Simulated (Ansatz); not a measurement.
Consider the redistribution: `[F][Ge]([F])([F])[SiH3]` + `CC(C)=[Se]` → `[CH3][Ge]([F])([F])[SiH3]` + `CC(F)=[Se]`.

Calculated with Ansatz (gas phase, PBE0-D4/def2-TZVP geometries, no zero-point term in ΔE). CCSD(T)/CBS adds triple-zeta CCSD(T) − MP2 to the extrapolated MP2 energy (def2 sets, frozen cores). Functionals use def2-TZVPP. For Ge, Se outer-core shells are correlated without core-valence functions, which leaves a few kJ/mol of doubt a bond. Scalar relativity is left out up to krypton.

| species | ωB97M-V energy (Eh) |
| --- | --- |
| `[F][Ge]([F])([F])[SiH3]` | -2667.88864 |
| `CC(C)=[Se]` | -2519.30406 |
| `[CH3][Ge]([F])([F])[SiH3]` | -2607.88938 |
| `CC(F)=[Se]` | -2579.26876 |

Work out ΔE.

ΔE = (-2607.88938) + (-2579.26876) − (-2667.88864) − (-2519.30406) = 0.03456 Eh = +0.94 eV. CCSD(T)/CBS gives +1.02 eV.

Largest T1 diagnostic among the species: 0.016.

From PBE to PBE0 (25 % exact exchange), in def2-TZVPP and without D4, ΔE moves by +0.07 eV. In def2-TZVPP, CCSD(T) changes the Hartree–Fock value by −0.10 eV (the triples alone add −0.02 eV) and MP2 by −0.04 eV.
